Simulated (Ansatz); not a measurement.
The same redistribution along the group Si, Ge, Sn.

Gas-phase electronic energies from Ansatz, PBE0-D4/def2-TZVP geometries. CCSD(T)/CBS adds triple-zeta CCSD(T) − MP2 to the extrapolated MP2 energy (def2 sets, frozen cores). This one scheme is used for every species. Functionals use def2-TZVPP. def2 core potentials past Kr. For Ge, Hf, Sn outer-core shells are correlated without core-valence functions, which leaves a few kJ/mol of doubt a bond. Scalar relativity is left out up to krypton. One conformer a species, not always the lowest.

| reaction | HF/CBS(def2) (eV) | B2PLYP (eV) | ωB97M-V (eV) | LDA (SPW92) (eV) | CCSD(T)/CBS(def2) (eV) |
| --- | --- | --- | --- | --- | --- |
| `N[Si]S` + `[Cl][Hf]([Cl])([Cl])[Cl]` → `S[Si]Cl` + `[NH2][Hf]([Cl])([Cl])[Cl]` | 0.71 | 0.63 | 0.60 | 0.61 | 0.62 |
| `[NH2][Ge][SH]` + `[Cl][Hf]([Cl])([Cl])[Cl]` → `[SH][Ge][Cl]` + `[NH2][Hf]([Cl])([Cl])[Cl]` | 0.36 | 0.33 | 0.31 | 0.32 | 0.36 |
| `[NH2][Sn][SH]` + `[Cl][Hf]([Cl])([Cl])[Cl]` → `[SH][Sn][Cl]` + `[NH2][Hf]([Cl])([Cl])[Cl]` | -0.13 | -0.08 | -0.10 | -0.08 | -0.06 |

Largest T1 diagnostic: 0.016, for `[NH2][Sn][SH]`.
